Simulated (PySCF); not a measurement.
NbF4, SMILES [F][Nb+]([F])([F])[F], charge +1, multiplicity 1. Atoms are numbered in the order given.

```xyz
5

Nb     0.0000     0.0000     0.0000
F     -1.0377     1.0377    -1.0377
F      1.0377     1.0377     1.0377
F      1.0377    -1.0377    -1.0377
F     -1.0377    -1.0377     1.0377
```
Charge +1, spin multiplicity 1.

Geometry optimised at B3LYP-D3(BJ)/def2-SVP. The spin state was assumed, not searched. The isomer is the one that the SMILES or the coordinates give; other isomers of the formula were not compared. The def2 effective core potentials stand for the cores of Nb; spin–orbit coupling is left out.

Calculation: M06-2X/def2-TZVPD run with PySCF.

Symmetry labels are those of the subgroup D2 that the program uses (full group Td).

### Question
List the valence orbital energies around the gap with their symmetry. (Estimate from the structure and the level; the computed values follow.)

### Answer

```csv
orbital,symmetry,energy (eV)
HOMO−7,A,-23.40
HOMO−6,A,-22.68
HOMO−5,B1,-21.83
HOMO−4,B2,-21.83
HOMO−3,B3,-21.83
HOMO−2,B1,-21.81
HOMO−1,B2,-21.81
HOMO,B3,-21.81
LUMO,A,-9.16
LUMO+1,A,-9.16
LUMO+2,B1,-7.53
LUMO+3,B2,-7.53
```
